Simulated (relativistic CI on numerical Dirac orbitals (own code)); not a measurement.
Hyperfine structure of Ta LVIII, mass number 181

Calculated at this level of theory: Dirac-Coulomb-Breit CI, separate exchange-only KLI orbitals for each configuration, model QED (radiative potential, 1s self-energy scaled to tabulated hydrogen-like ionisation energies), unscaled Slater integrals (own radial code, finite nucleus).

CI space (outside the closed core [Ne]): 3s²3p⁴, 3s²3p³3d, 3s3p⁵, 3p⁶, 3s3p⁴3d, 3s3p³3d², 3p⁵3d, 3s²3p²3d4p, 3s3p³3d4s, 3p⁵4s, 3s²3p³4s, 3p⁵4p, 3s²3p²3d², 3s²3p3d³, 3s3p²3d³, 3s²3p3d²4s, 3p⁴3d², 3p³3d³, 3p³3d²4s, 3s²3p²3d4s, 3s3p²3d²4s, 3s²3p3d4s². Double excitations out of closed p, d and f shells are left out; levels of such configurations are missing from the list, as are those of other unlisted configurations, and high levels can miss mixing partners.

Nuclear spin I = 7/2, μ = 2.365 μN, Q = 3.17 b (tables of Stone and Pyykkö). The electronic factors are computed for point nuclear moments, without core polarisation or the Bohr-Weisskopf and QED corrections.

| Level | E (eV) | A (GHz) | B (GHz) |
| --- | --- | --- | --- |
| 3s²3p⁴ ³P2 | 0.000 | 136.9 | 96.2 |
| 3s²3p⁴ ³P1 | 324.902 | -125.8 | -645 |
| 3s²3p⁴ ¹D2 | 334.532 | 404.7 | -1390 |

Levels with J = 0, under 50 % of one LS term, or S terms without an open s electron are left out. Small factors come from cancelling terms and can be off by tens of per cent or more.

At this charge energies of transitions that change n are usually good to better than 1 %, and those within a shell (Δn = 0) to a few per cent.

(1) Give the hyperfine levels of 3s²3p⁴ ³P2 relative to its centre of gravity.

## Answers

(1) With K = F(F + 1) − I(I + 1) − J(J + 1), E = AK/2 + B[¾K(K + 1) − I(I + 1)J(J + 1)]/[2I(2I − 1)J(2J − 1)]: F = 3/2: -1181, F = 5/2: -881.3, F = 7/2: -438.2, F = 9/2: 172.7, F = 11/2: 982.4 GHz.

LS names give the leading component of a level, which can be under half, so a name can repeat, a term be missing and a line seem to break the LS rules.
